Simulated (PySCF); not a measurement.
**`N#C[C@H]1CO[C@H](F)O1`, C4H4FNO2**

Molfile (atoms numbered from 1):
```
C4H4FNO2
     RDKit          3D

 12 12  0  0  0  0  0  0  0  0999 V2000
    2.7077   -1.3858    0.7127 N   0  0  0  0  0  0  0  0  0  0  0  0
    1.6879   -0.8741    0.7299 C   0  0  0  0  0  0  0  0  0  0  0  0
    0.4022   -0.1978    0.7362 C   0  0  1  0  0  0  0  0  0  0  0  0
    0.3613    0.9850   -0.2704 C   0  0  0  0  0  0  0  0  0  0  0  0
   -0.5084    0.5134   -1.2869 O   0  0  0  0  0  0  0  0  0  0  0  0
   -1.3249   -0.3903   -0.6836 C   0  0  2  0  0  0  0  0  0  0  0  0
   -2.3603    0.2833   -0.0443 F   0  0  0  0  0  0  0  0  0  0  0  0
   -0.6137   -1.0795    0.2546 O   0  0  0  0  0  0  0  0  0  0  0  0
    0.1666    0.1211    1.7604 H   0  0  0  0  0  0  0  0  0  0  0  0
   -0.0481    1.8865    0.1970 H   0  0  0  0  0  0  0  0  0  0  0  0
    1.3288    1.1999   -0.7254 H   0  0  0  0  0  0  0  0  0  0  0  0
   -1.7978   -1.0624   -1.4062 H   0  0  0  0  0  0  0  0  0  0  0  0
  1  2  3  0
  2  3  1  0
  3  4  1  0
  4  5  1  0
  5  6  1  0
  6  7  1  0
  6  8  1  0
  8  3  1  0
  3  9  1  1
  4 10  1  0
  4 11  1  0
  6 12  1  6
M  END
```

Computed, not measured: TDDFT CAM-B3LYP/def2-SVPD circular dichroism and optical rotation, one conformer, gas phase in PySCF. Geometry: GFN2-xTB.

Draw the ECD and absorption spectra from the lowest 16 states, each a Gaussian of half-width 0.3 eV at 1/e height.


```csv
E (eV),λ (nm),Δε (L mol⁻¹ cm⁻¹),ε (L mol⁻¹ cm⁻¹)
6.97,178,+0.21,4.2
7.12,174,+0.86,17.4
7.27,170,+2.16,44.8
7.42,167,+3.28,75.8
7.57,164,+3.04,106
7.72,161,+1.70,170
7.87,157,+0.34,292
8.02,155,-1.05,414
8.17,152,-2.80,455
8.32,149,-3.99,411
8.47,146,-2.44,378
8.62,144,+3.43,543
8.77,141,+12.70,1110
8.92,139,+22.15,2110
9.07,137,+28.60,3210
9.22,134,+29.73,3860
9.37,132,+20.62,4300
9.52,130,-5.57,5350
9.67,128,-44.67,6510
```
Δε uses R in velocity form, ε uses f in length form. Only the states computed contribute, so the short-wavelength end is incomplete.
